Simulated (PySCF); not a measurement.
# Cost of excited-state runs on `CO[C@H]1C[C@@H](O)C1`, C5H10O2

Molfile (atoms numbered from 1):
```
C5H10O2
     RDKit          3D

 17 17  0  0  0  0  0  0  0  0999 V2000
   -1.2888    1.9590   -1.0759 C   0  0  0  0  0  0  0  0  0  0  0  0
   -1.3070    0.8587   -0.2004 O   0  0  0  0  0  0  0  0  0  0  0  0
   -0.2845   -0.0977   -0.3615 C   0  0  1  0  0  0  0  0  0  0  0  0
    1.1084    0.3291   -0.8725 C   0  0  0  0  0  0  0  0  0  0  0  0
    1.7426   -0.4988    0.2650 C   0  0  1  0  0  0  0  0  0  0  0  0
    2.8149    0.0539    0.9640 O   0  0  0  0  0  0  0  0  0  0  0  0
    0.3682   -0.5586    0.9561 C   0  0  0  0  0  0  0  0  0  0  0  0
   -0.4972    2.6746   -0.8265 H   0  0  0  0  0  0  0  0  0  0  0  0
   -1.1715    1.6457   -2.1186 H   0  0  0  0  0  0  0  0  0  0  0  0
   -2.2541    2.4486   -0.9562 H   0  0  0  0  0  0  0  0  0  0  0  0
   -0.6745   -0.9426   -0.9457 H   0  0  0  0  0  0  0  0  0  0  0  0
    1.3627    0.0512   -1.8922 H   0  0  0  0  0  0  0  0  0  0  0  0
    1.2979    1.3913   -0.7310 H   0  0  0  0  0  0  0  0  0  0  0  0
    2.0879   -1.4774   -0.0721 H   0  0  0  0  0  0  0  0  0  0  0  0
    2.5408    0.8999    1.3383 H   0  0  0  0  0  0  0  0  0  0  0  0
    0.0492   -1.5156    1.3588 H   0  0  0  0  0  0  0  0  0  0  0  0
    0.2649    0.2073    1.7231 H   0  0  0  0  0  0  0  0  0  0  0  0
  1  2  1  0
  2  3  1  0
  3  4  1  0
  4  5  1  0
  5  6  1  0
  5  7  1  0
  7  3  1  0
  1  8  1  0
  1  9  1  0
  1 10  1  0
  3 11  1  6
  4 12  1  0
  4 13  1  0
  5 14  1  6
  6 15  1  0
  7 16  1  0
  7 17  1  0
M  END
```

PySCF with density fitting, on 1 thread of an Arm Neoverse V1, shared host. Command: `OMP_NUM_THREADS=1 python excited_run.py task.json out`

**Question.** How long does this run take, and how much memory?
- magnetisability and related constants, PBE0/pcSseg-1; writes grids

**Answer.** 
| run | level | basis functions | wall time | peak memory (GiB) |
| --- | --- | --- | --- | --- |
| magnetisability and related constants | PBE0/pcSseg-1 | 169 | 32 s | 0.79 |

Times from a shared host are rough.
